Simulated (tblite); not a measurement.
A geometry optimisation, step by step.

Compound: C3H3F3SeSi.
SMILES with atom numbers: `[CH:1]#[C:2][SiH2:3][Se:4][C:5]([F:6])([F:7])[F:8]` (hydrogens: H9 on C1; H10, H11 on Si3)

Computed with GFN2-xTB (tblite), gas phase: L-BFGS steps from a force-field or distance-geometry start until the largest atomic force falls under 0.01 eV/Å. 14 of its 112 geometries are shown.

Step 0: E = -734.6341 eV, largest atomic force 2.034 eV/Å
```
atom  x, y, z in Å  |  force x, y, z in eV/Å
C1      2.244    0.956    0.327   -0.008   0.094   0.015
C2      1.593   -0.001   -0.029    0.806   1.038   0.316
Si3     0.626   -1.462   -0.522    0.048  -0.718   0.443
Se4    -1.513   -0.743   -1.034   -0.430  -0.246  -0.352
C5     -1.825    0.737    0.193    0.396   0.043   0.020
F6     -1.025    0.616    1.301   -1.169   0.548  -0.981
F7     -1.457    1.883   -0.488   -0.886  -1.014   1.428
F8     -3.143    0.731    0.570    1.910   0.580  -0.390
H9      2.809    1.814    0.644   -0.430  -0.643  -0.249
H10     0.462   -2.345    0.655    0.009   0.142  -0.192
H11     1.233   -2.183   -1.645   -0.247   0.177  -0.056
```

Step 9: E = -734.9130 eV, largest atomic force 0.250 eV/Å
```
atom  x, y, z in Å  |  force x, y, z in eV/Å
C1      2.246    0.978    0.330   -0.010  -0.033  -0.016
C2      1.628    0.009   -0.027   -0.009  -0.029   0.043
Si3     0.636   -1.483   -0.468    0.034   0.043   0.018
Se4    -1.523   -0.795   -1.077    0.005   0.213   0.113
C5     -1.790    0.714    0.164    0.014  -0.195  -0.156
F6     -1.050    0.611    1.272   -0.052  -0.019  -0.037
F7     -1.496    1.881   -0.406    0.078  -0.041   0.008
F8     -3.066    0.763    0.531    0.024  -0.018   0.029
H9      2.802    1.819    0.635   -0.020   0.018  -0.031
H10     0.456   -2.359    0.688    0.020   0.022   0.008
H11     1.160   -2.135   -1.668   -0.084   0.040   0.021
```

Step 17: E = -734.9239 eV, largest atomic force 0.055 eV/Å
```
atom  x, y, z in Å  |  force x, y, z in eV/Å
C1      2.250    0.983    0.328   -0.010   0.016   0.001
C2      1.637    0.001    0.001   -0.011   0.014   0.002
Si3     0.629   -1.474   -0.447   -0.004  -0.012  -0.015
Se4    -1.509   -0.774   -1.097   -0.016   0.002   0.013
C5     -1.780    0.694    0.153   -0.001  -0.008  -0.008
F6     -1.056    0.575    1.270   -0.003  -0.026  -0.008
F7     -1.463    1.864   -0.401    0.031   0.010   0.044
F8     -3.057    0.757    0.519   -0.007   0.007  -0.018
H9      2.793    1.838    0.614    0.015   0.020  -0.012
H10     0.463   -2.353    0.708   -0.018   0.007   0.012
H11     1.098   -2.107   -1.674    0.025  -0.031  -0.011
```

Step 26: E = -734.9316 eV, largest atomic force 0.176 eV/Å
```
atom  x, y, z in Å  |  force x, y, z in eV/Å
C1      2.229    1.011    0.310    0.016   0.010  -0.044
C2      1.612    0.021    0.021    0.042   0.020  -0.098
Si3     0.629   -1.460   -0.452   -0.169  -0.048   0.002
Se4    -1.512   -0.764   -1.130    0.064   0.030  -0.015
C5     -1.761    0.673    0.157   -0.008  -0.012   0.038
F6     -1.094    0.455    1.296   -0.035   0.029  -0.012
F7     -1.357    1.853   -0.317    0.034  -0.075   0.032
F8     -3.048    0.789    0.469    0.000   0.017  -0.005
H9      2.785    1.869    0.553    0.017   0.072   0.056
H10     0.431   -2.303    0.721   -0.018  -0.058   0.060
H11     1.092   -2.140   -1.654    0.058   0.014  -0.014
```

Step 34: E = -734.9542 eV, largest atomic force 0.083 eV/Å
```
atom  x, y, z in Å  |  force x, y, z in eV/Å
C1      2.189    1.074    0.217    0.002  -0.022  -0.002
C2      1.578    0.071   -0.047    0.047  -0.014   0.007
Si3     0.589   -1.436   -0.435    0.049  -0.039   0.018
Se4    -1.486   -0.702   -1.222    0.021  -0.030  -0.001
C5     -1.716    0.613    0.184   -0.029   0.065   0.043
F6     -1.240    0.196    1.365   -0.029  -0.014  -0.025
F7     -1.097    1.762   -0.093    0.007  -0.009   0.003
F8     -3.005    0.886    0.352   -0.032   0.018   0.009
H9      2.737    1.942    0.450   -0.028   0.004  -0.011
H10     0.333   -2.223    0.772   -0.004   0.036  -0.021
H11     1.123   -2.180   -1.570   -0.004   0.005  -0.019
```

Step 43: E = -734.9581 eV, largest atomic force 0.040 eV/Å
```
atom  x, y, z in Å  |  force x, y, z in eV/Å
C1      2.188    1.081    0.196   -0.006  -0.004  -0.004
C2      1.606    0.058   -0.056    0.006   0.002  -0.005
Si3     0.602   -1.441   -0.435    0.006  -0.014   0.011
Se4    -1.469   -0.687   -1.231    0.003  -0.011  -0.010
C5     -1.719    0.606    0.195   -0.009   0.032   0.015
F6     -1.305    0.135    1.379   -0.009   0.025   0.002
F7     -1.044    1.736   -0.030    0.018  -0.001   0.027
F8     -2.999    0.930    0.324   -0.025  -0.023  -0.021
H9      2.707    1.969    0.416    0.009   0.002  -0.001
H10     0.312   -2.193    0.786    0.022  -0.006  -0.026
H11     1.127   -2.193   -1.569   -0.015  -0.002   0.012
```

Step 51: E = -734.9598 eV, largest atomic force 0.057 eV/Å
```
atom  x, y, z in Å  |  force x, y, z in eV/Å
C1      2.190    1.082    0.187    0.004  -0.003  -0.005
C2      1.625    0.050   -0.063   -0.014   0.021  -0.002
Si3     0.611   -1.443   -0.437    0.019  -0.045   0.023
Se4    -1.455   -0.679   -1.224   -0.011   0.009  -0.010
C5     -1.725    0.611    0.202    0.000   0.041   0.040
F6     -1.345    0.138    1.396   -0.010  -0.015  -0.018
F7     -1.037    1.738    0.002   -0.021  -0.022  -0.007
F8     -3.008    0.937    0.295    0.004   0.005  -0.013
H9      2.701    1.976    0.405    0.019   0.007   0.003
H10     0.328   -2.200    0.781    0.013   0.000  -0.005
H11     1.121   -2.206   -1.570   -0.003   0.002  -0.006
```

Step 60: E = -734.9607 eV, largest atomic force 0.015 eV/Å
```
atom  x, y, z in Å  |  force x, y, z in eV/Å
C1      2.193    1.087    0.170    0.004   0.000   0.002
C2      1.626    0.053   -0.070    0.010   0.002  -0.001
Si3     0.619   -1.446   -0.433   -0.001   0.002   0.003
Se4    -1.441   -0.665   -1.227   -0.011  -0.004  -0.002
C5     -1.731    0.611    0.210    0.000   0.002   0.000
F6     -1.401    0.107    1.405   -0.012  -0.005   0.007
F7     -1.015    1.725    0.052    0.004   0.005  -0.008
F8     -3.010    0.963    0.263   -0.006  -0.007   0.003
H9      2.703    1.984    0.382    0.012  -0.001  -0.002
H10     0.344   -2.201    0.788   -0.003   0.000   0.001
H11     1.118   -2.216   -1.567    0.004   0.007  -0.001
```

Step 68: E = -734.9612 eV, largest atomic force 0.019 eV/Å
```
atom  x, y, z in Å  |  force x, y, z in eV/Å
C1      2.208    1.085    0.167    0.015  -0.001  -0.005
C2      1.634    0.054   -0.071   -0.006   0.016   0.008
Si3     0.619   -1.442   -0.430    0.002   0.017  -0.003
Se4    -1.447   -0.668   -1.223    0.010  -0.011   0.009
C5     -1.746    0.609    0.212    0.008   0.002   0.003
F6     -1.431    0.102    1.409   -0.008   0.003   0.001
F7     -1.020    1.719    0.061    0.004  -0.002   0.000
F8     -3.022    0.971    0.254   -0.001  -0.016  -0.004
H9      2.729    1.977    0.372   -0.001  -0.010   0.000
H10     0.356   -2.203    0.789   -0.016   0.006   0.003
H11     1.126   -2.203   -1.565   -0.007  -0.004  -0.012
```

Step 77: E = -734.9619 eV, largest atomic force 0.012 eV/Å
```
atom  x, y, z in Å  |  force x, y, z in eV/Å
C1      2.237    1.086    0.152   -0.004   0.004   0.005
C2      1.640    0.065   -0.071    0.006   0.004  -0.004
Si3     0.622   -1.429   -0.426    0.001   0.004   0.000
Se4    -1.448   -0.674   -1.218    0.004   0.002  -0.005
C5     -1.761    0.599    0.218    0.000  -0.001  -0.004
F6     -1.490    0.080    1.421    0.003  -0.007   0.005
F7     -1.012    1.696    0.095    0.003   0.004  -0.001
F8     -3.032    0.981    0.225   -0.012  -0.002   0.002
H9      2.768    1.973    0.350    0.006  -0.004   0.000
H10     0.354   -2.188    0.793   -0.001   0.005   0.001
H11     1.128   -2.187   -1.564   -0.006  -0.008   0.001
```

Step 85: E = -734.9621 eV, largest atomic force 0.021 eV/Å
```
atom  x, y, z in Å  |  force x, y, z in eV/Å
C1      2.244    1.091    0.148    0.009  -0.016  -0.010
C2      1.646    0.072   -0.080    0.011   0.017   0.006
Si3     0.623   -1.422   -0.427   -0.003   0.017   0.008
Se4    -1.445   -0.668   -1.224   -0.005   0.001  -0.006
C5     -1.766    0.591    0.220    0.002   0.017   0.009
F6     -1.511    0.061    1.421    0.003  -0.006  -0.010
F7     -1.009    1.685    0.114   -0.004   0.000   0.004
F8     -3.035    0.983    0.218   -0.005  -0.009  -0.004
H9      2.786    1.973    0.343   -0.015  -0.013   0.001
H10     0.348   -2.170    0.797    0.004   0.001   0.011
H11     1.123   -2.194   -1.557    0.004  -0.007  -0.010
```

Step 94: E = -734.9627 eV, largest atomic force 0.011 eV/Å
```
atom  x, y, z in Å  |  force x, y, z in eV/Å
C1      2.301    1.095    0.112    0.001  -0.002   0.000
C2      1.678    0.089   -0.109    0.002   0.000   0.004
Si3     0.628   -1.394   -0.423    0.001   0.004   0.003
Se4    -1.430   -0.640   -1.244    0.004   0.005  -0.005
C5     -1.800    0.570    0.231    0.000  -0.002   0.001
F6     -1.631   -0.020    1.420    0.004  -0.006   0.006
F7     -1.006    1.642    0.219    0.001   0.011   0.000
F8     -3.054    1.000    0.172   -0.008  -0.003  -0.002
H9      2.857    1.967    0.305   -0.001  -0.003  -0.009
H10     0.350   -2.100    0.825   -0.007  -0.005   0.000
H11     1.113   -2.206   -1.533    0.004   0.001   0.001
```

Step 102: E = -734.9630 eV, largest atomic force 0.022 eV/Å
```
atom  x, y, z in Å  |  force x, y, z in eV/Å
C1      2.301    1.090    0.117    0.000  -0.003  -0.001
C2      1.676    0.085   -0.103   -0.001  -0.005   0.003
Si3     0.625   -1.396   -0.422    0.012   0.000  -0.003
Se4    -1.427   -0.634   -1.249    0.001   0.007   0.007
C5     -1.799    0.573    0.228    0.003  -0.012   0.011
F6     -1.602   -0.008    1.417   -0.001  -0.004  -0.009
F7     -1.025    1.661    0.201   -0.006   0.006  -0.005
F8     -3.062    0.977    0.186    0.001   0.004  -0.002
H9      2.860    1.961    0.308    0.000   0.003  -0.005
H10     0.341   -2.103    0.826   -0.003  -0.003  -0.016
H11     1.116   -2.203   -1.534   -0.007   0.006   0.020
```

Step 111: E = -734.9634 eV, largest atomic force 0.003 eV/Å
```
atom  x, y, z in Å  |  force x, y, z in eV/Å
C1      2.343    1.093    0.086    0.001  -0.001   0.002
C2      1.702    0.093   -0.109   -0.002  -0.002  -0.001
Si3     0.630   -1.376   -0.412    0.000  -0.003   0.000
Se4    -1.401   -0.595   -1.270    0.000   0.000   0.000
C5     -1.822    0.558    0.236    0.000  -0.001   0.000
F6     -1.681   -0.073    1.408    0.000   0.000   0.001
F7     -1.037    1.636    0.285    0.001   0.001   0.000
F8     -3.078    0.979    0.158   -0.001   0.000   0.000
H9      2.915    1.960    0.258    0.001   0.003  -0.001
H10     0.319   -2.065    0.839    0.000   0.001  -0.003
H11     1.117   -2.208   -1.505    0.000   0.001   0.002
```

**Question.** Summarise the path.

**Answer.** The energy falls by 0.3293 eV from step 0 to step 111; nine tenths of that is first reached at step 26. It rises by more than 0.2 meV at steps 2 and 33. The largest force goes from 2.034 to 0.003 eV/Å. Among the bonds C5–F7 changes most, from 1.383 to 1.335 Å; the atoms move by 0.485 Å rms after alignment.

**Question.** Follow the three bonds and two angles with the largest change from start to end.

**Answer.** 
```tsv
step	E above end (eV)	largest force (eV/Å)	C5–F7 (Å)	C5–F8 (Å)	C5–F6 (Å)	Se4–Si3–H11 (°)	Si3–Se4–C5 (°)
0	0.3293	2.034	1.383	1.370	1.372	111.5	104.2
5	0.0655	0.191	1.334	1.330	1.336	108.0	101.5
10	0.0466	0.241	1.331	1.329	1.335	103.2	100.7
14	0.0417	0.139	1.334	1.330	1.337	102.0	100.6
19	0.0389	0.071	1.332	1.329	1.336	101.0	100.0
24	0.0349	0.103	1.334	1.330	1.337	101.0	99.0
29	0.0223	0.218	1.334	1.328	1.338	101.9	96.8
34	0.0091	0.083	1.335	1.328	1.339	102.9	94.3
39	0.0064	0.058	1.334	1.328	1.339	102.5	94.5
43	0.0053	0.040	1.335	1.327	1.339	102.7	94.5
48	0.0041	0.044	1.333	1.327	1.338	102.8	95.0
53	0.0031	0.033	1.335	1.328	1.339	102.3	95.7
58	0.0027	0.029	1.334	1.327	1.338	102.4	95.7
63	0.0026	0.016	1.334	1.328	1.338	102.3	95.7
68	0.0022	0.019	1.335	1.328	1.338	102.4	95.9
72	0.0018	0.033	1.335	1.328	1.339	102.1	95.9
77	0.0015	0.012	1.335	1.327	1.338	102.2	96.0
82	0.0014	0.017	1.334	1.327	1.338	102.0	95.9
87	0.0010	0.035	1.336	1.327	1.339	102.1	95.8
92	0.0008	0.022	1.334	1.327	1.338	101.8	95.8
97	0.0005	0.016	1.335	1.327	1.338	101.9	95.9
101	0.0005	0.013	1.335	1.327	1.338	101.9	95.9
106	0.0001	0.093	1.335	1.327	1.339	101.9	95.8
111	0.0000	0.003	1.335	1.327	1.338	101.9	95.8
```

What follows is the cost of the whole relaxation. Time: 0.73 s of wall time. Hardware: an Arm Neoverse V1 with one thread, shared host with 32 logical CPUs at a one-minute load of 4.8.
